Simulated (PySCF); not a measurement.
C2H7OSi, SMILES C[SiH](C)[O], multiplicity 2.

Geometry: B3LYP-D3(BJ)/def2-SVP. The isomer is the one that the SMILES or the coordinates give; other isomers of the formula were not compared.

Calculation: SMD-ωB97X/def2-SVP in PySCF.

Solvation free energies are E(SMD) − E(gas) at the gas-phase geometry, for 1 M in both phases. In vacuum the dipole moment is 2.10 D.

Computed solvation free energies in water, tetrahydrofuran, N,N-dimethylformamide:
```csv
solvent,ΔG(solv) (kcal/mol),its non-electrostatic (CDS) part,dipole (D)
water,-1.2,3.4,2.86
tetrahydrofuran,-2.9,-0.4,2.50
"N,N-dimethylformamide",-3.0,-0.1,2.58
```
